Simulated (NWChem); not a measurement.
System: tert-butylthiol (C4H10S); SMILES CC(C)(S)C

Excerpt of the output:

```
             Northwest Computational Chemistry Package (NWChem) 7.3.0
             --------------------------------------------------------

                             Geometry "geometry" -> ""
                             -------------------------

 Output coordinates in angstroms (scale by  1.889725989 to convert to a.u.)

  No.       Tag          Charge          X              Y              Z
 ---- ---------------- ---------- -------------- -------------- --------------
    1 C                    6.0000     0.71196200     0.84556900     1.26334700
    2 C                    6.0000    -0.00200200     0.34433100     0.00000000
    3 C                    6.0000     0.71196200     0.84556900    -1.26334700
    4 C                    6.0000    -1.47171500     0.79415600     0.00000000
    5 S                   16.0000    -0.06046200    -1.52698800     0.00000000
    6 H                    1.0000     0.71176100     1.94388100     1.28401200
    7 H                    1.0000     0.21541900     0.48357500     2.16871500
    8 H                    1.0000     1.75578700     0.51252300     1.29084800
    9 H                    1.0000     0.21541900     0.48357500    -2.16871500
   10 H                    1.0000     0.71176100     1.94388100    -1.28401200
   11 H                    1.0000     1.75578700     0.51252300    -1.29084800
   12 H                    1.0000    -2.00023200     0.43181400    -0.88829500
   13 H                    1.0000    -2.00023200     0.43181400     0.88829500
   14 H                    1.0000    -1.52062900     1.88996400     0.00000000
   15 H                    1.0000     1.27596200    -1.72747200     0.00000000

 Effective nuclear repulsion energy (a.u.)     243.2492878894

  pbe96 is a nonlocal functional; adding pw91lda local functional.

                                 NWChem DFT Module
                                 -----------------

 Summary of "ao basis" -> "ao basis" (spherical)
 ------------------------------------------------------------------------------
       Tag                 Description            Shells   Functions and Types
 ---------------- ------------------------------  ------  ---------------------
 C                          def2-svp                 6       14   3s2p1d
 S                          def2-svp                 8       18   4s3p1d
 H                          def2-svp                 3        5   2s1p

 in cosmo_initialize ...
 calling solv_data for solv:propnol2

[...]

                                COSMO-SMD solvation results
                                ---------------------------

             internal energy in gas <Psi(g)|H|Psi(g)> =      -555.996776082225
         internal energy in solvent <Psi(s)|H|Psi(s)> =      -555.996192105585
                               delta internal energy  =         0.000583976640 (    0.37 kcal/mol)
   total free energy in solvent <Psi(s)|H+V/2|Psi(s)> =      -556.001019832728
 polarization energy contribution <Psi(s)|V/2|Psi(s)> =        -0.004827727144 (   -3.03 kcal/mol)
    total free energy in solvent including G(SMD-CDS) =      -556.003886962617
                       G(SMD-CDS) energy contribution =        -0.002867129889 (   -1.80 kcal/mol)
     1 M fixed-concentration free energy of solvation =        -0.007110880392 (   -4.46 kcal/mol)

                       DFT Final Molecular Orbital Analysis
                       ------------------------------------

 Vector   23  Occ=2.000000D+00  E=-2.934220D-01
              MO Center=  5.5D-02,  5.2D-01,  1.6D-08, r^2= 3.4D+00
   Bfn.  Coefficient  Atom+Function         Bfn.  Coefficient  Atom+Function
  ----- ------------  ---------------      ----- ------------  ---------------
    18      0.336361   2 C  px               46     -0.335085   4 C  px
     4     -0.204430   1 C  px               32     -0.204430   3 C  px
    85     -0.198801   8 H  s               100     -0.198801  11 H  s
    49     -0.162070   4 C  px               45     -0.137166   4 C  s
    21      0.121791   2 C  px               86     -0.122369   8 H  s

 Vector   24  Occ=2.000000D+00  E=-2.702451D-01
              MO Center=  2.9D-02, -5.5D-01, -1.4D-09, r^2= 3.8D+00
   Bfn.  Coefficient  Atom+Function         Bfn.  Coefficient  Atom+Function
  ----- ------------  ---------------      ----- ------------  ---------------
    68      0.355659   5 S  py               65      0.308404   5 S  py
    19     -0.283313   2 C  py               60     -0.217727   5 S  s
    67      0.199062   5 S  px               62      0.173994   5 S  py
    64      0.165088   5 S  px               75      0.152477   6 H  s
    95      0.152477  10 H  s                 5      0.151557   1 C  py

 Vector   25  Occ=2.000000D+00  E=-1.964076D-01
              MO Center=  7.3D-04, -1.3D+00,  4.1D-09, r^2= 2.0D+00
   Bfn.  Coefficient  Atom+Function         Bfn.  Coefficient  Atom+Function
  ----- ------------  ---------------      ----- ------------  ---------------
    69      0.660972   5 S  pz               66      0.441509   5 S  pz
    63      0.254386   5 S  pz                3     -0.123552   1 C  s
    31      0.123552   3 C  s                20     -0.095307   2 C  pz
     5      0.081114   1 C  py               33     -0.081114   3 C  py
    76      0.074800   6 H  s                96     -0.074800  10 H  s

 Vector   26  Occ=0.000000D+00  E=-1.307221D-03
              MO Center=  2.2D-01, -9.2D-01, -2.3D-09, r^2= 4.3D+00
   Bfn.  Coefficient  Atom+Function         Bfn.  Coefficient  Atom+Function
  ----- ------------  ---------------      ----- ------------  ---------------
    17      0.978818   2 C  s                68     -0.754111   5 S  py
   121     -0.613724  15 H  s                22     -0.477783   2 C  py
    67      0.479469   5 S  px               86     -0.333548   8 H  s
   101     -0.333548  11 H  s                45      0.325774   4 C  s
   106     -0.295650  12 H  s               111     -0.295650  13 H  s

[...]
```

Level: PBE/def2-SVP, SMD on the gas-phase geometry. Structure relaxed at the B3LYP/6-31G* (spherical d) level. Solvent: 2-propanol.

Q: Write an input that gives this output.

A: One answer among several that fit: the input that was run:
```
start job
memory heap 200 mb stack 900 mb global 1100 mb
geometry units angstroms noautosym nocenter noautoz
  C      0.711962     0.845569     1.263347
  C     -0.002002     0.344331     0.000000
  C      0.711962     0.845569    -1.263347
  C     -1.471715     0.794156     0.000000
  S     -0.060462    -1.526988     0.000000
  H      0.711761     1.943881     1.284012
  H      0.215419     0.483575     2.168715
  H      1.755787     0.512523     1.290848
  H      0.215419     0.483575    -2.168715
  H      0.711761     1.943881    -1.284012
  H      1.755787     0.512523    -1.290848
  H     -2.000232     0.431814    -0.888295
  H     -2.000232     0.431814     0.888295
  H     -1.520629     1.889964     0.000000
  H      1.275962    -1.727472     0.000000
end
basis spherical
  * library def2-svp
end
dft
  xc xpbe96 cpbe96
  iterations 150
end
cosmo
  do_cosmo_smd true
  solvent propnol2
end
task dft energy
```
